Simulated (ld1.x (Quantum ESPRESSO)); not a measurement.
Before and after: TM potential for K

ld1.x (Quantum ESPRESSO) 7.5 input, shortened:

```
&input
   title='K', zed=19., rel=1, dft='PBESOL', iswitch=3,
   config='[Ar] 3d1 4s0 4p0'
 /
 &inputp
   pseudotype=2, tm=.true., lloc=-1, rcloc=2.85,
   nlcc=.true.
 /
3
4S  1  0   0.00   0.00  3.60  3.60  0.0
3P  2  1   6.00   0.00  1.60  1.60  0.0
3D  3  2   1.00   0.00  4.20  4.20  0.0
 &test
   configts(1)='3p6 3d1 4s0 4p0'
 /
```

All-electron outer shells of the reference configuration (PBEsol, scalar-relativistic, ld1.x):

```json
{"shell": "2p", "level (eV)": "-281.51", "outermost node (bohr)": "–", "outermost maximum (bohr)": "0.26"}
{"shell": "3s", "level (eV)": "-36.83", "outermost node (bohr)": "0.48", "outermost maximum (bohr)": "1.08"}
{"shell": "3p", "level (eV)": "-20.37", "outermost node (bohr)": "0.45", "outermost maximum (bohr)": "1.15"}
{"shell": "4s", "level (eV)": "-3.01", "outermost node (bohr)": "1.58", "outermost maximum (bohr)": "3.83"}
{"shell": "4p", "level (eV)": "-1.47", "outermost node (bohr)": "1.86", "outermost maximum (bohr)": "6.16"}
{"shell": "3d", "level (eV)": "-0.63", "outermost node (bohr)": "–", "outermost maximum (bohr)": "7.91"}
```

Change: local potential all-electron potential smoothed inside 4.38 bohr (lloc = -1).

Cutoffs: the cutoffs (Ry, on a coarse ladder) from which the occupation-weighted sum of valence levels, in a spherical-Bessel basis at the reference potential, stays within 10 and 1 mRy of its value at 400 Ry; they do not see the model core or the augmentation charge, which bear on the density cutoff. Errors are all-electron minus pseudo energies relative to the spin-unpolarised reference configuration.

Q: Predict the effect on cutoff, ghosts and configuration errors.

A: The potential gets neither clearly harder nor softer (25 Ry and 45 Ry → 25 Ry and 50 Ry); of the 6 tests that both files solve, the error grows in 3 and shrinks in 0 by more than 15 % and 0.3 meV (median size 3.4 → 4.4 meV); neither file shows a bound ghost. The local part now departs from the all-electron potential out to 4.38 bohr, far beyond the p radius of 1.60 bohr, and whatever the projectors do not describe feels it: the likely cause.

```csv
quantity,base,changed
"cutoff, loose",25 Ry,25 Ry
"cutoff, tight",45 Ry,50 Ry
bound ghosts,none,none
"error for 3p6 3d0 4s1 4p0, meV [ΔE -2.41 eV]",+0.1,-3.3
"error for 3p6 3d0 4s0 4p0, meV [ΔE 1.81 eV]",+5.7,+5.6
"error for 3p6 3d0 4s0.5 4p0, meV [ΔE -0.79 eV]",+1.2,+1.0
"error for 3p6 3d0.5 4s0.5 4p0, meV [ΔE -1.20 eV]",-0.1,+0.2
"error for 3p6 3d0 4s0 4p1, meV [ΔE -0.89 eV]",-17,+227
"error for 3p5 3d0 4s1 4p0, meV [ΔE 22.49 eV]",+392,-453
```
